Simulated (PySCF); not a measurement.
HOSi, SMILES O=[SiH] (connectivity only; charge and spin as stated), charge +1, multiplicity 1. The structure is a stationary point at PBE0-D3(BJ)/def2-TZVPD. The spin state was assumed, not searched. The isomer is the one that the SMILES or the coordinates give; other isomers of the formula were not compared.

TDDFT-PBE/def2-TZVPD (PySCF) puts the lowest singlet excitations at 5.11, 5.11, 5.38, 5.54, 5.54, 6.07 eV and the lowest triplet (TDA) at 4.34 eV.

What are the lowest singlet roots from EOM-CCSD/aug-cc-pVDZ in PySCF? (Estimate from the structure and the level; the computed values follow.)

5.72, 5.72, 5.82, 5.88, 5.88, 6.77 eV; triplets 4.69, 5.14, 5.14 eV. S1 differs by 0.62 eV (second minus first; roots are paired by order, and the bases may differ).
